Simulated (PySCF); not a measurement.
## Assignment exercise: CH$_{10}$Si$_{3}$

Cartesian coordinates in Å; atom numbers follow the order of the lines, from 1:
```xyz
14

C    -1.993    0.154   -0.337
Si   -1.230   -0.372    1.324
Si    1.003    0.255    1.352
Si    2.135   -0.042   -0.647
H    -1.921    1.229   -0.478
H    -3.043   -0.114   -0.401
H    -1.482   -0.320   -1.170
H    -2.053    0.216    2.392
H    -1.411   -1.827    1.452
H     1.701   -0.469    2.429
H     1.122    1.662    1.776
H     1.995   -1.419   -1.132
H     1.603    0.821   -1.707
H     3.574    0.226   -0.594
```

- GIAO PBE0/pcSseg-1 shieldings
- geometry: GFN2-xTB
- code: PySCF 2.14.0 with density-fitted response routines
- no relativistic terms, isolated molecule, fast rotation and ring inversion assumed for equivalent nuclei, single conformer

Referencing at the same level of theory: ¹H (σ = 31.72 ppm) against TMS.

Problem. Assign these signals to the numbered atoms. ¹H NMR (600 MHz, computed): δ 4.07 (m, 2H), 3.50 (m, 3H), 3.34 (m, 2H), 0.18 (t, 3H).

Solution. 
4.07 → H8/H9, hydrogen on a silicon bonded to C, Si
3.50 → H12/H13/H14, hydrogen on a silicon bonded to Si
3.34 → H10/H11, hydrogen on a silicon bonded to 2 Si
0.18 → H5/H6/H7, hydrogen on a methyl carbon bonded to Si: an electropositive neighbour shields it, as in TMS itself

No couplings were computed; multiplicities are counted from neighbouring protons, with m where these are inequivalent, close in shift, in a saturated or five-membered ring or joined by F or P, and br s for small geminal =CH2 splittings.
